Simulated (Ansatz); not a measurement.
# An input for TaF5 (tantalum pentafluoride)

TaF5: 6 atoms, total charge 0, spin state singlet. As SMILES, `F[Ta](F)(F)(F)F`. Geometry: a GFN2-xTB relaxation, a rough one for these elements and not checked as a minimum. The run starts from this shape.

```xyz
6

F    -0.9865   -1.2345    0.8525
Ta   -0.0001    0.0000    0.0000
F     1.5191   -0.8489    0.5275
F    -0.7935   -0.4519   -1.5725
F     0.9856    1.2351   -0.8524
F    -0.7246    1.3001    1.0449
```

Settings wanted:

```yaml
basis_set: def2-TZVP
core_potential: def2-TZVP
integral_approximation: automatic
walk_f_tol: 0.003 eV/angstrom
task: optimise
method: DFT
functional: PBE0
dispersion: D4
reference: RKS
relativity: none
accuracy: medium
```

Q: Give an Ansatz 0.2.0 job that does this.

A: This one ran through:

input.yaml:
```yaml
basis:
  gaussian: {orbitals: def2-TZVP}
crystal:
  periodic: [false, false, false]
  atoms:
    - {symbol: F, position_ang: [-0.986510, -1.234450, 0.852470]}
    - {symbol: Ta, position_ang: [-0.000080, 0.000040, -0.000030]}
    - {symbol: F, position_ang: [1.519080, -0.848890, 0.527520]}
    - {symbol: F, position_ang: [-0.793530, -0.451860, -1.572530]}
    - {symbol: F, position_ang: [0.985640, 1.235060, -0.852360]}
    - {symbol: F, position_ang: [-0.724590, 1.300100, 1.044940]}
hamiltonian: {xc: {name: PBE0}, dispersion: d4}
relax: {f_tol: 0.003}
```

```bash
$ ansatz run input.yaml --threads 1 --pin off --max-ram 2610MiB --events-out events.jsonl --progress --plain --runs-dir runs
```

Calculated total energy at the end of the run: -556.33145 Eh.
